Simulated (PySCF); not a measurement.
## Ca: excitation energy

Ca [Ar] 4s2 (1S) → Ca [Ar] 4s1 4p1 (3P), as a difference of total energies. Calculation: PySCF 2.14, in def2-TZVPPD; the non-relativistic Hamiltonian (point nucleus). Correlated levels: valence: [Ar] frozen. The calculations carry no spin-orbit coupling.

Question: Order these methods by the excitation energy they give, lowest first.
A. MP2 (valence)
B. UHF
C. CCSD (valence)
D. SCS-MP2 (valence)

Answer: B (8145.0 cm⁻¹), A (11873 cm⁻¹), D (12910 cm⁻¹), C (13544 cm⁻¹).

These non-relativistic numbers lack the scalar-relativistic shift.

Errors of the correlated levels include the incompleteness of this basis and the frozen core.

With two correlated electrons CCSD is exact in that space.

For comparison: 15263 cm⁻¹ (measured; NIST levels, between the centres of gravity of the two terms).
